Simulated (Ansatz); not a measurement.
Geometry optimisation, Ansatz, RKS B3LYP/def2-mTZVP.

Input:

```yaml
crystal:
  periodic: [false, false, false]
  atoms:
    - { symbol: F, position_ang: [1.9984, -0.1823, 0.509] }
    - { symbol: C, position_ang: [1.2766, 0.3564, -0.6064] }
    - { symbol: Se, position_ang: [0.0396, -0.9941, -1.3268] }
    - { symbol: B, position_ang: [-0.9957, -0.9536, 0.3434] }
    - { symbol: S, position_ang: [-2.5112, 0.2283, 0.4545] }
    - { symbol: H, position_ang: [2.0189, 0.6445, -1.3892] }
    - { symbol: H, position_ang: [0.7377, 1.2702, -0.3155] }
    - { symbol: H, position_ang: [-0.7831, -1.6692, 1.2414] }
    - { symbol: H, position_ang: [-1.6928, 1.2535, 1.0725] }
basis:
  gaussian: { orbitals: def2-mTZVP }
hamiltonian:
  xc: b3lyp
relax:
  f_tol: 0.015
  max_steps: 40
output:
  orbitals: {}
```

Launched with:

```bash
$ ansatz run input.yaml --threads 2 --pin off --max-ram 3072MiB --backend cpu --events-out ev --progress --plain --runs-dir out
```

**Question.** Where does it end, and by what steps?

**Answer.** The run converged. After 21 steps the energy has fallen by 1.631 eV; S5 moved furthest, 1.45 Å.

```tsv
step	energy less start (eV)	largest force component (eV/Å)	accepted
0	0.0000	1.577	yes
1	-0.2049	0.789	yes
2	-0.3616	0.832	yes
3	-0.5335	1.334	yes
4	-0.7681	1.262	yes
5	-0.9683	1.099	yes
6	-1.1109	0.621	yes
7	-1.2096	0.320	yes
8	-1.2800	0.636	yes
9	-1.3495	0.712	yes
10	-1.4362	0.587	yes
11	-1.5291	0.587	yes
12	-1.5539	0.749	yes
13	-1.5981	0.398	yes
14	-1.5779	0.556	no
15	-1.6250	0.092	yes
16	-1.6274	0.060	yes
17	-1.6286	0.141	yes
18	-1.6304	0.057	yes
19	-1.6309	0.028	yes
20	-1.6311	0.025	yes
21	-1.6312	0.014	yes
```

```xyz
9
Properties=species:S:1:pos:R:3
F 2.156 0.684 0.329
C 1.435 0.385 -0.813
Se 0.465 -1.331 -0.656
B -1.067 -0.846 0.418
S -1.350 0.790 1.106
H 2.128 0.272 -1.645
H 0.727 1.188 -1.001
H -1.836 -1.725 0.608
H -2.568 0.537 1.638
```

Run time: 99 s on 2 threads of Arm Neoverse V2, on a shared host, peak memory 0.32 GiB.
